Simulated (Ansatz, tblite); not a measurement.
Removing an electron: SnF₂. Charge 0, multiplicity 1. Geometry: PBE0-D4/def2-TZVP. Ansatz, gas phase; energy differences of separate SCF runs; the oxidised species was run as a doublet alone.

| atom | x (Å) | y (Å) | z (Å) |
| --- | --- | --- | --- |
| Sn1 | -0.027 | 0.377 | -0.776 |
| F2 | 0.793 | 0.905 | 0.891 |
| F3 | -0.765 | -1.282 | -0.115 |

In the def2 sets Sn takes a core potential; there is no spin–orbit coupling. The xTB rows come from tblite. Correlated methods freeze 6 core orbitals; core or outer-core shells of Sn are correlated, in sets that lack core-valence functions.

| level | −HOMO (eV) | vertical IE (eV) | −LUMO (eV) | HOMO–LUMO gap (eV) |
| --- | --- | --- | --- | --- |
| GFN1-xTB | 12.81 | 17.07 | 7.77 | 5.04 |
| GFN2-xTB | 12.37 | 16.79 | 7.33 | 5.04 |
| HF/def2-TZVPP | – | 10.54 | – | – |
| PBE-D4/def2-TZVP | 7.46 | 10.97 | 3.44 | 4.02 |
| r2SCAN-D4/def2-TZVP | 7.80 | 11.09 | 3.38 | 4.43 |
| PBE0-D4/def2-TZVP | 8.72 | 11.17 | 2.77 | 5.95 |
| MP2/def2-TZVPP | – | 11.42 | – | – |
| CCSD/def2-TZVPP | – | 11.33 | – | – |
| CCSD(T)/def2-TZVPP | – | 11.28 | – | – |

Relaxing the oxidised species (PBE0-D4/def2-TZVP) changes its energy by -0.24 eV at PBE0-D4/def2-TZVP, so the adiabatic ionisation energy to this nearest minimum is 10.94 eV. At PBE-D4/def2-TZVP it is 10.83 eV.   Raw xTB energy differences between charge states are shifted by several eV; the methods need an empirical correction for them.
